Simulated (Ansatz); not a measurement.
Conformers of H9NOSi3 (`N[SiH]([SiH3])O[SiH3]`), each relaxed with PBE0-D4/def2-TZVP in Ansatz. CBS adds the triple-zeta coupled-cluster correction to the MP2 limit.

Not all of them had a frequency check.

Conformer A:

Cartesian coordinates in Å:
```
N 0.542 0.873 -1.729
Si -0.543 -0.102 -0.841
Si 0.524 -2.148 -0.438
O -1.031 0.520 0.603
Si -0.559 1.374 1.912
H 0.234 1.663 -2.270
H 1.522 0.928 -1.507
H -1.776 -0.223 -1.658
H -0.233 -2.972 0.542
H 0.684 -2.929 -1.695
H 1.882 -1.895 0.125
H -1.401 2.590 2.043
H -0.713 0.538 3.129
H 0.867 1.784 1.786
```

Conformer B:

```xyz
14

N     1.777    0.354    0.757
Si    0.564   -0.760    0.307
Si   -1.176   -0.560    1.863
O    -0.061   -0.546   -1.202
Si   -0.395    0.624   -2.293
H     2.730    0.276    0.443
H     1.568    1.274    1.106
H     1.194   -2.103    0.286
H    -0.771   -1.110    3.186
H    -2.400   -1.272    1.405
H    -1.519    0.880    2.046
H    -1.043    1.789   -1.631
H    -1.316    0.064   -3.312
H     0.850    1.091   -2.959
```

Conformer C:

```xyz
14

N    -0.965   -1.107   -1.601
Si    0.088    0.120   -1.054
Si    1.862   -0.947    0.049
O    -0.583    1.235   -0.046
Si   -1.086    1.498    1.486
H    -1.213   -1.895   -1.026
H    -1.649   -0.940   -2.321
H     0.507    0.885   -2.254
H     2.665    0.013    0.854
H     2.761   -1.613   -0.933
H     1.330   -1.992    0.972
H    -0.273    0.692    2.439
H    -0.930    2.939    1.802
H    -2.514    1.113    1.633
```

Problem. Which is lowest in electronic energy at CCSD(T)/CBS (frozen core, def2 sets), and by how much? (Estimate.)

Solution. The calculation gave: C; A lies 1.0 kJ/mol higher, B lies 0.5 kJ/mol higher. Gaps under about 2 kJ/mol don't settle the order.

Problem. Give the energies relative to C (kJ/mol) with PBE-D4/def2-TZVPP, B3LYP-D4/def2-TZVPP, ωB97X-V/def2-TZVPP, B2PLYP/def2-TZVPP, CCSD/def2-TZVPP, CCSD(T)/def2-TZVPP, HF/def2-QZVPP. (Estimate.)

Solution. Ansatz gave: 
| level | A | B |
| --- | --- | --- |
| PBE-D4/def2-TZVPP | 1.0 | 0.5 |
| B3LYP-D4/def2-TZVPP | 0.4 | 0.1 |
| ωB97X-V/def2-TZVPP | 0.7 | 0.2 |
| B2PLYP/def2-TZVPP | 0.1 | -0.1 |
| CCSD/def2-TZVPP | 0.5 | 0.0 |
| CCSD(T)/def2-TZVPP | 0.8 | 0.2 |
| HF/def2-QZVPP | -0.8 | -0.9 |

B3LYP here is the variant with VWN-RPA as its local correlation; programs differ in this.
